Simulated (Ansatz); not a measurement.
Consider the cleavage of the Si–B bond: `N[B]([SiH3])[SbH2]` + `[AlH2][SeH]` → `[AlH2][Se][SiH3]` + `N[BH][SbH2]`.

Program: Ansatz. Geometries: PBE0-D4/def2-TZVP. ΔE: electronic, gas phase. CCSD(T)/CBS is the MP2 limit (def2-TZVPP, def2-QZVPP) plus CCSD(T) − MP2 in def2-TZVPP, frozen cores. Functionals use def2-TZVPP. HSE06 is defined as in plane-wave codes. Elements past krypton have def2 core potentials. For Sb, Se outer-core shells are correlated without core-valence functions, which leaves a few kJ/mol of doubt a bond. Scalar relativity is left out up to krypton. Each species was taken in one conformer, which may not be the lowest.

CCSD(T)/CBS gives -18.0 kcal/mol.

Q: Another level gave -18.6 kcal/mol. Which?
A. HSE06/def2-TZVPP
B. PBE/def2-TZVPP
C. HF/def2-TZVPP
D. r2SCAN0/def2-TZVPP

A: D. r2SCAN0 -18.6, PBE -15.9, HSE06 -17.4, HF/def2-TZVPP -20.9 kcal/mol.

Largest T1 diagnostic among the species: 0.014.

Leaving LDA and LC-ωPBE aside and taking each functional with its dispersion term where it has one, the values, not all of them listed here, spread over 3.4 kcal/mol, from BHLYP-D4 to revPBE-D4. LDA lies +0.9 kcal/mol from PBE without D4. In def2-TZVPP, CCSD(T) changes the Hartree–Fock value by +3.7 kcal/mol (the triples alone add +0.4 kcal/mol) and MP2 by +1.5 kcal/mol.
